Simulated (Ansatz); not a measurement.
Si2Mo4⁺, relaxed as a quartet with UKS PBE-D4/def2-SVP in Ansatz, starting from the PBE-D4/def2-SVP geometry of the charge +1 doublet. Force threshold 0.02 eV/Å.

In the def2 sets Mo takes a core potential; there is no spin–orbit coupling. The relaxation made no stability test and no search for a lower SCF solution. At PBE-D4/def2-SVP a doublet of charge 1 lies 0.39 eV below the quartet, each at its own geometry. The structure comes from a short search, and lower isomers may exist.

Start:

Cartesian coordinates in Å:
```
Mo 0.966 1.097 0.584
Mo 1.091 -1.125 0.848
Mo -0.929 -0.461 -1.184
Mo -1.204 -0.843 1.007
Si 1.453 -0.195 -1.455
Si -1.376 1.527 0.199
```

(1) Estimate the energy that the relaxation releases and the steps that it takes.

(2) Does the start keep its bonding and symmetry?

(3) Predict the relaxed structure.

Results:

(1) 64.9 kJ/mol, in 19 steps; 1.7 min on 4 threads of Intel Xeon Platinum 8259CL on a shared host. No frequencies were taken in this run, so the end may be a saddle point.

(2) By distances, no bond broke or formed. The bond that changes most is Mo2–Mo3, from 2.94 to 2.49 Å (atoms count from 1). Point group C2 at the start, C2 at the end, both within 0.05 Å.

(3) 
```xyz
6

Mo    0.895    0.867    1.036
Mo    1.100   -1.349    0.446
Mo   -0.899   -0.930   -0.977
Mo   -1.204   -0.454    1.254
Si    1.216    0.381   -1.394
Si   -1.109    1.485   -0.366
```
Bond lengths (bridged metal pairs left out): 6 × Mo–Mo 2.30 to 3.24 Å; 6 × Mo–Si 2.50 to 2.53 Å.
